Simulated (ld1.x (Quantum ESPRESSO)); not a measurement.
# An all-electron radial function and its pseudo partner (Ni)

Columns: radius, all-electron u(r) and pseudo u(r) of the 3d shell (level -9.14 eV) of nickel in the configuration [Ne] 3s2 3p6 3d8 4s2 4p0; LDA (PZ), scalar-relativistic, TM scheme, ld1.x (Quantum ESPRESSO) 7.5.

```json
{"r (bohr)": "0.115", "all-electron": "0.1276", "pseudo": "0.0199"}
{"r (bohr)": "0.230", "all-electron": "0.4489", "pseudo": "0.1421"}
{"r (bohr)": "0.345", "all-electron": "0.7345", "pseudo": "0.3946"}
{"r (bohr)": "0.460", "all-electron": "0.9058", "pseudo": "0.7081"}
{"r (bohr)": "0.575", "all-electron": "0.9740", "pseudo": "0.9667"}
{"r (bohr)": "0.690", "all-electron": "0.9725", "pseudo": "1.0908"}
{"r (bohr)": "0.805", "all-electron": "0.9313", "pseudo": "1.0794"}
{"r (bohr)": "0.920", "all-electron": "0.8704", "pseudo": "0.9856"}
{"r (bohr)": "1.035", "all-electron": "0.8019", "pseudo": "0.8670"}
{"r (bohr)": "1.150", "all-electron": "0.7323", "pseudo": "0.7590"}
{"r (bohr)": "1.265", "all-electron": "0.6653", "pseudo": "0.6722"}
{"r (bohr)": "1.380", "all-electron": "0.6025", "pseudo": "0.6032"}
{"r (bohr)": "1.495", "all-electron": "0.5446", "pseudo": "0.5446"}
{"r (bohr)": "1.610", "all-electron": "0.4918", "pseudo": "0.4918"}
{"r (bohr)": "1.725", "all-electron": "0.4439", "pseudo": "0.4439"}
{"r (bohr)": "1.840", "all-electron": "0.4007", "pseudo": "0.4007"}
{"r (bohr)": "1.955", "all-electron": "0.3617", "pseudo": "0.3617"}
{"r (bohr)": "2.070", "all-electron": "0.3266", "pseudo": "0.3266"}
{"r (bohr)": "2.185", "all-electron": "0.2950", "pseudo": "0.2950"}
{"r (bohr)": "2.300", "all-electron": "0.2666", "pseudo": "0.2666"}
{"r (bohr)": "2.415", "all-electron": "0.2409", "pseudo": "0.2409"}
{"r (bohr)": "2.530", "all-electron": "0.2179", "pseudo": "0.2179"}
{"r (bohr)": "2.645", "all-electron": "0.1971", "pseudo": "0.1971"}
{"r (bohr)": "2.760", "all-electron": "0.1783", "pseudo": "0.1783"}
{"r (bohr)": "2.875", "all-electron": "0.1614", "pseudo": "0.1614"}
{"r (bohr)": "2.990", "all-electron": "0.1462", "pseudo": "0.1462"}
```

Problem. How many radial nodes do the two functions have?

Solution. The all-electron 3d function has n − l − 1 = 0; the pseudo-wave has 0.

Problem. At about which radius was the pseudo-wave matched?

Solution. 1.55 bohr, where the columns begin to agree (steps of 0.12 bohr).

Problem. Is the pseudo-wave norm-conserving?

Solution. Yes: the TM scheme keeps the norm inside the radius equal to the all-electron one, which fixes the energy derivative of the logarithmic derivative at the level.
